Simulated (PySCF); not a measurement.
# Ni+ (nickel, charge +1) across methods

[Ar] 3d8 4s1, high-spin 4F determinant (an excited configuration). Calculation: PySCF 2.14, in aug-cc-pVDZ-DK (7s6p4d2f, 59 functions); the spin-free X2C one-electron Hamiltonian (Gaussian nucleus).

```
   method  E (hartree)  mean ε 3d α (eV)  mean ε 3d β (eV)  mean ε 4s α (eV)  Σ⟨r²⟩ (bohr²)   ⟨S²⟩
     PBE0    -1520.014           -21.447           -19.429           -14.532          23.66  3.750
   revPBE    -1520.160           -18.697           -16.852           -13.710          23.82  3.750
  r2SCAN0    -1520.187           -21.757           -19.787           -14.829          23.54  3.751
BHandHLYP    -1520.216           -24.071           -21.990           -15.205          23.62  3.751
      LDA    -1517.450           -19.036           -17.022           -14.058          23.73  3.750
     MN15    -1521.160           -22.435           -20.283           -14.895          23.95  3.751
      PBE    -1520.002           -18.759           -16.906           -13.797          23.81  3.750
      UHF  -1518.83442           -28.842           -26.200           -16.239          23.77  3.752
   r2SCAN    -1520.225           -19.139           -17.318           -14.137          23.61  3.751
```
